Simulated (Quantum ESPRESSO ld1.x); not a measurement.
Values are calculated unless marked as measured or tabulated.
Problem. The aim is neutral helium in [He]. What will ld1.x (Quantum ESPRESSO 7.5) do with this input?

```
 &input
    zed=2.0,
    iswitch=1,
    rel=1,
    lsd=1,
    dft='SLA-VWN',
    config='[He]',
    dx=0.002,
    prefix='ld1',
    max_out_wfc=37,
    file_charge='ld1.rho',
 /
```

Solution. Refused. The program stops in do_mesh with "ndmx is too small": the mesh holds 3500 points at most, so dx, xmin and rmax must fit that.

Output (excerpt):

```
     Program LD1 v.7.5 starts

 %%%%%%%%%%%%%%%%%%%%%%%%%%%%%%%%%%%%%%%%%%%%%%%%%%%%%%%%%%%%%%%%%%%%%%%%%%%%%%
     Error in routine do_mesh (1):
     ndmx is too small
 %%%%%%%%%%%%%%%%%%%%%%%%%%%%%%%%%%%%%%%%%%%%%%%%%%%%%%%%%%%%%%%%%%%%%%%%%%%%%%

     stopping ...
```

Run on one thread of a shared host, so times are rough (Intel(R) Xeon(R) Processor @ 2.60GHz): 0.46 s of CPU time, 0.49 s wall.
